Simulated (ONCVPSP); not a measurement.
# What one change does to a pseudopotential (Pt, ONCV)

ONCVPSP 4.0.1 input, shortened (lines: element, Z, core and valence counts, functional; n l f; lmax; l rc ep ncon nbas qcut; lloc lpopt rc5 dvloc0; l nproj debl; icmod fcfact rcfact), PBEsol, fully relativistic:

```
  Pt 78.00   10    3  -116133      upf
    1    0    2.00
    2    0    2.00
    2    1    6.00
    3    0    2.00
    3    1    6.00
    3    2   10.00
    4    0    2.00
    4    1    6.00
    4    2   10.00
    4    3   14.00
    5    0    2.00
    5    1    6.00
    5    2    7.00
    2
    0    1.10    0.00    4    8    6.30
    1    1.45    0.00    4    9   11.90
    2    1.60    0.00    3    6    5.30
    4    2    0.75    1.00
    0    2    1.40
    1    3    0.40
    2    3    3.10
    3    2.75    1.30
```

Open shells are filled in proportion to 2j + 1.

In the s channel the program set the typed energies aside and used -5.027, 0.250 Ha. In the p channel the program set the typed energies aside and used -3.185, 0.250, 0.650 Ha (j = l + 1/2; the other j can differ).

Change: local potential polynomial inside 0.90 bohr (lpopt 5, dvloc0 1 Ha).

Cutoffs: the cutoffs (Ha) at which the residual kinetic energy of the hardest occupied pseudo-wave falls to 1 and 0.1 mHa per electron; they do not see the model core or the augmentation charge, which bear on the density cutoff. Errors are all-electron minus pseudo energies relative to the spin-unpolarised reference configuration.

Q: What does the change do?

A: The potential gets neither clearly harder nor softer (136 Ha and 159 Ha → 136 Ha and 159 Ha); both files keep a bound ghost (d); the lowest positive-energy flag moves from s at 130.1 eV to s at 16.5 eV; the errors of the 4 common tests hardly move.

```tsv
quantity	base	changed
cutoff, loose	136 Ha	136 Ha
cutoff, tight	159 Ha	159 Ha
bound ghosts	d5/2	d5/2
GHOST(+) flags under 300 eV	s at 130.1 eV	s at 16.5 eV
error for 5s2 5p6 5d9 6s1, meV [ΔE -61.50 eV]	+4.4	+4.8
error for 5s2 5p6 5d9, meV [ΔE -52.26 eV]	+4.3	+4.1
error for 5s2 5p6 5d8, meV [ΔE -32.25 eV]	+1.9	+1.7
error for 5s2 5p6 5d9 6p1, meV [ΔE -56.42 eV]	+4.1	+3.9
s: phases at 1.11 bohr within 0.05 rad from the reference energy up to (Ha; the scan ends near 5)	4.5	to the end of the scan
p3/2: phases at 1.48 bohr within 0.05 rad from the reference energy up to (Ha; the scan ends near 5)	to the end of the scan	to the end of the scan
p1/2: phases at 1.48 bohr within 0.05 rad from the reference energy up to (Ha; the scan ends near 5)	to the end of the scan	to the end of the scan
d5/2: phases at 1.62 bohr within 0.05 rad from the reference energy up to (Ha; the scan ends near 5)	to the end of the scan	to the end of the scan
d3/2: phases at 1.62 bohr within 0.05 rad from the reference energy up to (Ha; the scan ends near 5)	to the end of the scan	to the end of the scan
rms error of d²Exc/dni dnj with the model core, mHa	7.19	7.19
```

 A true bound ghost makes a file unfit for plane-wave use even where its test errors are small: the radial tests pick states by their node count and pass the ghost by.
